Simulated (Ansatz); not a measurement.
Born–Oppenheimer molecular dynamics of C2H6FNSi (11 atoms, charge 0, multiplicity 1). It starts from a relaxed structure.

These are results of RKS BLYP-D4/6-31G (Ansatz 0.2.0), not measurements.

```json
{"ensemble": "NVT, Nosé–Hoover chain", "time step": "0.25 fs", "steps asked": "150", "set temperature": "700 K", "thermostat": "time constant 300 fs, chain length 1", "seed": "516746"}
```

Frames 0.25 fs apart, positions in Å.

Velocities at 7.5 fs (Å/ps):

```
F 0.46 0.89 0.53
C 0.83 -1.69 0.29
C -0.35 2.93 -0.86
Si -0.01 -1.28 -1.71
N -2.10 1.58 -0.95
H 7.43 7.47 4.77
H 10.11 -3.48 1.32
H -0.67 0.68 16.04
H 0.33 -31.38 1.11
H -2.77 12.33 28.57
H 0.58 -3.48 5.75
```

```xyz
11
Properties=species:S:1:pos:R:3 time_fs=7.5 energy_less_start_eV=0.662 T=132
F -0.671 -1.518 -1.359
C -0.871 -0.606 -0.168
C 0.360 -0.750 0.744
Si 0.937 0.952 0.021
N -0.757 0.783 -0.563
H -1.814 -0.986 0.199
H -0.025 -0.617 1.767
H 1.097 -1.523 0.495
H 1.376 1.989 1.105
H 2.314 1.248 -0.705
H -1.412 1.274 -1.221
11
Properties=species:S:1:pos:R:3 time_fs=7.8 energy_less_start_eV=0.657 T=135
F -0.671 -1.517 -1.359
C -0.871 -0.606 -0.168
C 0.360 -0.750 0.744
Si 0.937 0.952 0.021
N -0.758 0.783 -0.563
H -1.813 -0.984 0.200
H -0.022 -0.618 1.768
H 1.097 -1.523 0.499
H 1.376 1.982 1.106
H 2.313 1.251 -0.698
H -1.412 1.273 -1.220
11
Properties=species:S:1:pos:R:3 time_fs=8.0 energy_less_start_eV=0.650 T=142
F -0.671 -1.517 -1.359
C -0.870 -0.607 -0.168
C 0.360 -0.749 0.744
Si 0.938 0.952 0.021
N -0.758 0.783 -0.564
H -1.812 -0.982 0.202
H -0.019 -0.620 1.768
H 1.096 -1.523 0.503
H 1.375 1.974 1.106
H 2.312 1.254 -0.691
H -1.411 1.272 -1.218
11
Properties=species:S:1:pos:R:3 time_fs=8.2 energy_less_start_eV=0.639 T=151
F -0.671 -1.517 -1.359
C -0.870 -0.607 -0.168
C 0.360 -0.748 0.743
Si 0.938 0.951 0.020
N -0.759 0.784 -0.564
H -1.811 -0.979 0.203
H -0.015 -0.621 1.769
H 1.095 -1.524 0.508
H 1.374 1.966 1.106
H 2.310 1.256 -0.685
H -1.410 1.270 -1.215
11
Properties=species:S:1:pos:R:3 time_fs=8.5 energy_less_start_eV=0.627 T=162
F -0.671 -1.517 -1.359
C -0.870 -0.608 -0.169
C 0.360 -0.747 0.743
Si 0.938 0.951 0.020
N -0.759 0.784 -0.564
H -1.810 -0.977 0.205
H -0.011 -0.623 1.770
H 1.094 -1.525 0.513
H 1.372 1.958 1.106
H 2.307 1.257 -0.679
H -1.408 1.268 -1.212
11
Properties=species:S:1:pos:R:3 time_fs=8.8 energy_less_start_eV=0.613 T=173
F -0.671 -1.516 -1.359
C -0.870 -0.608 -0.169
C 0.360 -0.746 0.743
Si 0.938 0.951 0.020
N -0.760 0.785 -0.565
H -1.811 -0.975 0.208
H -0.006 -0.625 1.771
H 1.092 -1.526 0.519
H 1.370 1.950 1.107
H 2.304 1.258 -0.674
H -1.406 1.265 -1.209
11
Properties=species:S:1:pos:R:3 time_fs=9.0 energy_less_start_eV=0.598 T=186
F -0.671 -1.516 -1.358
C -0.869 -0.609 -0.169
C 0.360 -0.745 0.743
Si 0.938 0.951 0.019
N -0.761 0.785 -0.565
H -1.811 -0.972 0.210
H -0.001 -0.627 1.772
H 1.090 -1.528 0.524
H 1.367 1.942 1.107
H 2.300 1.259 -0.669
H -1.404 1.262 -1.205
11
Properties=species:S:1:pos:R:3 time_fs=9.2 energy_less_start_eV=0.584 T=199
F -0.670 -1.516 -1.358
C -0.869 -0.610 -0.170
C 0.359 -0.744 0.742
Si 0.939 0.951 0.019
N -0.762 0.786 -0.565
H -1.812 -0.970 0.213
H 0.004 -0.630 1.774
H 1.087 -1.530 0.530
H 1.363 1.934 1.107
H 2.296 1.260 -0.664
H -1.402 1.260 -1.202
11
Properties=species:S:1:pos:R:3 time_fs=9.5 energy_less_start_eV=0.569 T=211
F -0.670 -1.516 -1.358
C -0.869 -0.610 -0.170
C 0.359 -0.743 0.742
Si 0.939 0.951 0.019
N -0.762 0.786 -0.566
H -1.814 -0.967 0.215
H 0.010 -0.632 1.775
H 1.084 -1.533 0.536
H 1.359 1.927 1.108
H 2.292 1.260 -0.660
H -1.400 1.257 -1.198
11
Properties=species:S:1:pos:R:3 time_fs=9.8 energy_less_start_eV=0.556 T=223
F -0.670 -1.515 -1.358
C -0.868 -0.611 -0.171
C 0.359 -0.742 0.742
Si 0.939 0.951 0.019
N -0.763 0.787 -0.566
H -1.816 -0.964 0.218
H 0.016 -0.635 1.777
H 1.081 -1.535 0.542
H 1.354 1.919 1.108
H 2.287 1.259 -0.657
H -1.398 1.254 -1.194
11
Properties=species:S:1:pos:R:3 time_fs=10.0 energy_less_start_eV=0.543 T=233
F -0.670 -1.515 -1.358
C -0.868 -0.612 -0.171
C 0.359 -0.741 0.741
Si 0.940 0.950 0.018
N -0.764 0.787 -0.566
H -1.818 -0.961 0.222
H 0.022 -0.638 1.779
H 1.078 -1.538 0.548
H 1.349 1.912 1.109
H 2.282 1.258 -0.654
H -1.396 1.251 -1.191
11
Properties=species:S:1:pos:R:3 time_fs=10.2 energy_less_start_eV=0.532 T=243
F -0.670 -1.515 -1.358
C -0.867 -0.612 -0.172
C 0.359 -0.740 0.741
Si 0.940 0.950 0.018
N -0.764 0.788 -0.567
H -1.821 -0.958 0.225
H 0.029 -0.641 1.781
H 1.074 -1.542 0.554
H 1.343 1.905 1.110
H 2.276 1.257 -0.652
H -1.394 1.248 -1.188
```

Of the whole run (38 fs, mean temperature of the second half 361 K): The conserved energy stayed within 0.056 meV per atom of its start (net change 0.03 meV per atom), so the integration is sound. The mean temperature of the second half is 48 % below the set value. A run of 0.037 ps of so small a system gives no equilibrium averages. Limits of this set-up: no polarisation functions.

Time of the run: 4.6 min on 1 thread of Arm Neoverse V2, on a shared host, peak memory 0.1 GiB.
